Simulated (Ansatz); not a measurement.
The same path of BF2H2N + H2O (9 atoms, charge 0, multiplicity 1) was run twice with different band settings. Lost on the way: O7–H9. Made: B1–O7, N2–H9.

The calculation used RHF/def2-SVP in Ansatz.

Relaxed end points:

```xyz
9
Properties=species:S:1:pos:R:3
B -0.135 -0.246 0.532
N 0.296 -0.786 1.736
H -0.341 -1.059 2.454
H 1.258 -0.792 2.001
F 0.722 0.157 -0.391
F -1.420 -0.198 0.217
O -0.519 2.519 0.810
H 0.024 2.620 0.041
H -1.394 2.384 0.478
```

```xyz
9
Properties=species:S:1:pos:R:3
B -0.254 0.559 0.252
N 0.135 0.034 1.784
H -0.691 0.028 2.361
H 0.522 -0.896 1.753
F 0.934 0.496 -0.432
F -1.143 -0.381 -0.206
O -0.770 1.838 0.481
H -1.053 2.264 -0.312
H 0.811 0.658 2.195
```

Common settings: movable images 5; climbing image yes; spring 5.0 eV/Å²; optimiser quadratic models (default); start path through a guess of the saddle point; end points relaxed.

| run | force threshold | iteration limit |
| --- | --- | --- |
| 1 | 0.03 eV/Å | 55 |
| 2 | 0.2 eV/Å | 60 |

Task: What does each run give, and how far can it be trusted?

Result: Run 1: converged after 23 iterations, highest image 1.136 eV above the first end. Neighbouring images differ by up to 1.6 eV, so the band resolves the path poorly. The order of the stationary point at the top wasn't checked.
Run 2: converged after 24 iterations, highest image 1.145 eV above the first end. The threshold of 0.2 eV/Å is loose, so the images may lie well off the minimum-energy path. Neighbouring images differ by up to 1.6 eV, so the band resolves the path poorly. The order of the stationary point at the top wasn't checked.
The orbitals stay closed-shell, which can raise the energy where a bond breaks towards radicals; this wasn't checked here.
